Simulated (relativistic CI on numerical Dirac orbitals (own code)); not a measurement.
Computed by Dirac-Coulomb-Breit CI, KLI orbitals optimised for each configuration, QED by a radiative potential, unscaled Slater integrals (own radial code, finite nucleus).

The strongest absorption lines from the ground level of an ion, among the configurations computed and to levels below about 92.6 eV (vacuum wavelength in Å, gf): 155.90 (0.033), 167.89 (0.013), 184.03 (0.0046), 200.21 (0.0014), 202.58 (0.052), 204.60 (0.0076), 574.37 (1.8), 860.04 (0.005).

(1) Which ion is it?
A. Se4+
B. Ge2+
C. Kr6+
D. Zr10+

## Answers

(1) C. Kr6+ has 30 electrons and the ground level 4s² ¹S0; the strongest line goes to 4s4p ¹P°1. The pattern of lines fixes the number of electrons, and along that sequence the line energies rise steadily with the charge (about as its square where n changes within one kind of shell, about linearly where n is kept but much faster in heavy ions where fine structure, which grows about as Z⁴, sets the gap, and irregularly where shells cross), which fixes Z. Configurations outside the model, such as inner-shell arrays, can give stronger lines. At this charge configurations can still be misplaced by up to about 7 % of their energy. 26 of the 26 excited levels that our extract of the measured tables holds in this range could be paired (the sources list more); they are missed by 4010 cm⁻¹ on average and 8005 at most, and levels without a partner can miss by more.

LS names give the leading component of a level, which can be under half, so a name can repeat, a term be missing and a line seem to break the LS rules.
